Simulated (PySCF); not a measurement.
**Vibration and rotation of PbI**

PBE0 constants of PbI, ²Π (doublet), unpaired electrons π ↑ (Pb cc-pVTZ-PP with ECP60, I cc-pVTZ-PP with ECP28; scalar-relativistic core potentials (PySCF 2.14); masses 207.9766 and 126.9045 u):

- ωe: 167.1 cm⁻¹
- ωexe: 0.282 cm⁻¹
- Be: 0.027197 cm⁻¹
- αe: 6.33e-05 cm⁻¹
- De to Pb + I: 2.99 eV

Problem. What force constant and bond length do these constants imply?

Solution. Reduced mass μred = 78.814 u; k = 5.8918×10⁻⁷·μred·ωe² (u, cm⁻¹, mdyn/Å) = 1.30 mdyn/Å; Re = √(16.8576/(μred·Be)) (u, cm⁻¹, Å) = 2.804 Å.

Problem. Estimate the centrifugal constant D from the Kratzer relation and find the Dunham coefficient a1.

Solution. D = 4Be³/ωe² = 2.88e-09 cm⁻¹; a1 = −1 − αeωe/(6Be²) = -3.38.

These are scalar-relativistic numbers at best; spin–orbit coupling would shift them, the dissociation energy most. The state is the lowest determinant that a PBE0 search found; another state may lie lower at other levels.
